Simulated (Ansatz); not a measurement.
C2H4SSi, SMILES `[SiH3]C1=CS1`. Total charge 0; spin multiplicity 1.

```xyz
8

Si   -1.0275    0.7109   -0.3252
C     0.4266   -0.2716    0.2029
C     1.4131   -1.0861    0.1353
S     1.4009   -0.4912    1.8198
H    -1.2982    0.4303   -1.7572
H    -2.1885    0.3225    0.5118
H    -0.7242    2.1484   -0.1229
H     1.9978   -1.7633   -0.4644
```

(1) Give the diagnostics of a CCSD(T)/def2-TZVPP run (frozen core, the Gaussian-basis code of Ansatz). (Estimate.)

Results:

(1) The calculation gave: T1 = 0.0128, largest single amplitude 0.021, largest double 0.041, (T) share of the correlation energy 5.0 %, 11 CCSD cycles. The RHF solution is unstable towards an unrestricted one. T1 lies under the customary mark of 0.02 for closed shells.
